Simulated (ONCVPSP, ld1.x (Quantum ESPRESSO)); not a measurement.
**Potentials for Au compared**

Generated with ld1.x 7.5 (TM, RRKJ, ultrasoft, PAW), atompaw 4.2 or ONCVPSP 4.0.1. The cutoff is in Ry: for ld1.x and atompaw files where the sum of valence levels is converged to 10 mRy in a Bessel basis, for ONCV files where the hardest occupied wave has 1 mHa per electron of residual kinetic energy. The error is the largest all-electron minus pseudo excitation energy over each file’s own four to seven test configurations (ionisations up to +4, promotions, holes and added fractions of an electron), all of which were solved. The labels leave out finer settings (local radius, basis sizes, second energies), which also bear on the numbers. Spin-polarised tests are not counted. The rows are a selection from randomly drawn settings: files with unsolved tests, undetermined cutoffs or missed reference levels are left out.

A true bound ghost makes a file unfit for plane-wave use even where its test errors are small: the radial tests pick states by their node count and pass the ghost by.

| potential | cutoff (Ry) | largest error (meV) | bound ghosts |
| --- | --- | --- | --- |
| ONCV, PBEsol, scalar-relativistic, rc 1.70/1.60/1.70/0.50 (spdf), local smoothed, core correction yes, reference 4f14 5s2 5p6 5d10 6s1, qcut 7.3/7.5/9/28.9, projectors 2/3/2/2 | 846 | -19 | s, p |
| ONCV, PBEsol, scalar-relativistic, rc 1.45/1.20/1.65/1.75 (spdf), local smoothed, core correction no, reference 5s2 5p6 5d10 6s1, qcut 10.6/7.6/8.2/6.5, projectors 3/1/3/2 | 160 | +50 | none |
| ONCV, PW91, scalar-relativistic, rc 1.75/1.65/1.65 (spd), local smoothed, core correction yes, reference 5s2 5p6 5d10 6s0.5, qcut 6.7/6.7/11.2, projectors 2/2/1 | 49 | -5.1 | none |
| ONCV, PBE, scalar-relativistic, rc 0.95/1.20/1.55 (spd), local smoothed, core correction yes, reference 5s2 5p6 5d9, qcut 7/5.6/5.7, projectors 2/2/1 | 339 | +12 | s |

Fill in the row for Au: ONCV, PBE, fully relativistic, rc 1.45/1.80/1.95 (spd), local smoothed, core correction no, reference 5s2 5p6 5d10 6s0.5, qcut 7/8.9/7.6, projectors 2/2/3.

cutoff 43 Ry, largest error -2.2 meV, bound ghosts: none.

Fill in the row for Au: TM, PBE, scalar-relativistic, rc 2.05/1.30/1.65 (spd), local smoothed, core correction yes, reference 5p6 5d9 6s0 6p0.

cutoff 110 Ry, largest error -184 meV, bound ghosts: s.
